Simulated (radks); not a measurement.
Ionisation ladder of xenon, from Xe44+ to Xe53+. Each ion is in the ground configuration listed by NIST, and IE = E(next ion) - E(this ion), with E = 0 for the bare nucleus. Calculated with a radial shooting solver on a logarithmic mesh with Libxc functionals: scalar-relativistic Kohn-Sham, PBE, spin-unpolarised, spherical densities, point nucleus.

species  configuration  E (hartree)  IE, Delta-SCF (eV)  -e(HOMO) (eV)  HOMO  <r> HOMO (bohr)  IE, NIST (eV)    kind  error (eV)
Xe44+             [Ne]  -5564.67027              7778.3         7662.2    2p           0.0980           7660  theory      +118.3
Xe45+     [He] 2s2 2p5  -5278.82267              8017.1         7899.7    2p           0.0972           7889  theory      +128.1
Xe46+     [He] 2s2 2p4  -4984.20027              8257.9         8139.4    2p           0.0964           8144  theory      +113.9
Xe47+     [He] 2s2 2p3  -4680.72922              8500.3         8381.0    2p           0.0956           8382  theory      +118.3
Xe48+     [He] 2s2 2p2  -4368.34771              8744.0         8624.0    2p           0.0949           8971  theory      -227.0
Xe49+     [He] 2s2 2p1  -4047.01153              8988.2         8867.9    2p           0.0941           9243  theory      -254.8
Xe50+         [He] 2s2  -3716.70255              9614.5         9513.2    2s            0.108           9581  theory       +33.5
Xe51+         [He] 2s1  -3363.37644              9814.3         9716.8    2s            0.108         9810.4  theory        +3.9
Xe52+             [He]  -3002.70740               40449          40015    1s           0.0265        40271.7  theory      +176.9
Xe53+              1s1  -1516.24592               41259          40876    1s           0.0263        41299.9  theory       -40.7

Reference values: NIST Atomic Spectra Database (exp. = measured, semi-emp. = semi-empirical, theory = theoretical value adopted there). The ionisation energy per charge of the ion left behind rises most, in proportion, at Xe52+ ([He]), from 188.74 to 763.18 eV. Spin polarisation and multiplet splitting are left out, so open shells lie too high by an amount that depends on their filling. Spin-orbit splitting is averaged out at the scalar-relativistic level. Nuclear size, the Breit interaction and QED, all absent here, shift the 1s and 2s values of heavy ions.

Beside tabulated values, note that spin-unpolarised runs miss the spin-polarisation part of the exchange energy of open shells.
